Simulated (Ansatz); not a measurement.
Start from `CS[SiH2]O[SiH3]` and change one atom or group to get `CS[SiH2][GeH3]`.

Ansatz, PBE0-D4/def2-TZVP geometries, multiplicity 1. Each molecule was computed in one conformer, which needn't be the lowest.

Scalar relativity is left out up to krypton.

| property | `CS[SiH2]O[SiH3]` |
| --- | --- |
| HOMO energy (PBE0/def2-TZVPP) / eV | -7.18 |
| LUMO energy (B3LYP/def2-TZVPP) / eV | -0.29 |
| LUMO energy (ωB97M-V/def2-TZVPP) / eV | 1.61 |
| HOMO energy (ωB97M-V/def2-TZVPP) / eV | -9.39 |
| LUMO energy (PBE/def2-TZVPP) / eV | -0.97 |
| size of the dipole moment (ωB97M-V/def2-TZVPP) / D | 1.21 |

(1) What does the change do to each property? (Best estimate.)

Results:

(1) Ansatz gave: 
```csv
property,`CS[SiH2][GeH3]`,shift
HOMO energy (PBE0/def2-TZVPP) / eV,-6.82,0.36
LUMO energy (B3LYP/def2-TZVPP) / eV,-0.36,-0.07
LUMO energy (ωB97M-V/def2-TZVPP) / eV,1.59,-0.02
HOMO energy (ωB97M-V/def2-TZVPP) / eV,-8.94,0.45
LUMO energy (PBE/def2-TZVPP) / eV,-1.02,-0.05
size of the dipole moment (ωB97M-V/def2-TZVPP) / D,1.24,0.03
```

With PBE0 the HOMO rises by 0.36 eV and the LUMO falls by 0.09 eV, so the gap narrows by about 0.45 eV. PBE moves the HOMO by 0.30 eV and ωB97M-V by 0.45 eV. Dipoles are sizes alone; their direction can turn.

B3LYP here is the variant with VWN-RPA as its local correlation; programs differ in this.
